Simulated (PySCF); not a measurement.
## As: excitation energy

As [Ar] 3d10 4s2 4p3 (4S) → As [Ar] 3d10 4s1 4p4 (4P), as a difference of total energies. All numbers are calculated (PySCF 2.14, the non-relativistic Hamiltonian (point nucleus), in def2-TZVPPD (7s5p5d1f, 54 functions)). Correlated levels: valence: [Ar] 3d10 frozen; valence and next inner shell: [Ne] frozen. The calculations carry no spin-orbit coupling.

| method | excitation energy (cm⁻¹) |
| --- | --- |
| UHF | 66303 |
| LDA | 70505 |
| PBE | 69409 |
| PBE0 | 69088 |
| r2SCAN | 67050 |
| BLYP | 69979 |
| B2PLYP | 68636 |
| MN15 | 66930 |
| TPSSh | 68447 |
| MP2 (valence) | 66835 |
| SCS-MP2 (valence) | 66948 |
| MP2 (valence and next inner shell) | 67948 |
| SCS-MP2 (valence and next inner shell) | 67844 |

A first-order spin-orbit estimate (lowest level to lowest level, LS coupling) adds -0.083 eV.
